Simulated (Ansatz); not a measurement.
Consider the substitution at a C–In bond: `[CH3][In]([CH3])[CH3]` + `N[SiH](N)[SiH3]` → `CN[SiH](N)[SiH3]` + `[CH3][InH][CH3]`.

Isolated molecules relaxed with PBE0-D4/def2-TZVP in Ansatz; ΔE leaves out vibrations. CCSD(T)/CBS adds triple-zeta CCSD(T) − MP2 to the extrapolated MP2 energy (def2 sets, frozen cores). DFT in def2-TZVPP. Elements past krypton have def2 core potentials. For In outer-core shells are correlated without core-valence functions, which leaves a few kJ/mol of doubt a bond. Each species was taken in one conformer, which may not be the lowest.

(1) Is it downhill or uphill in electronic energy at CCSD(T)/CBS, and by how much? (Best estimate.)

(2) What do these levels give: r2SCAN-D4, r2SCAN, PBE0, MP2/def2-TZVPP, HF/def2-QZVPP, HF/CBS(def2)? (Estimate.)

Largest T1 diagnostic among the species: 0.012.

## Answers

(1) Computed: Uphill: ΔE = +68.2 kJ/mol.

(2) The calculation gave: r2SCAN-D4 62.0, r2SCAN 62.6, PBE0 59.5, MP2/def2-TZVPP 72.3, HF/def2-QZVPP 51.3, HF/CBS(def2) 51.4 kJ/mol.

In def2-TZVPP, CCSD(T) changes the Hartree–Fock value by +13.5 kJ/mol (the triples alone add +1.5 kJ/mol) and MP2 by +21.1 kJ/mol.
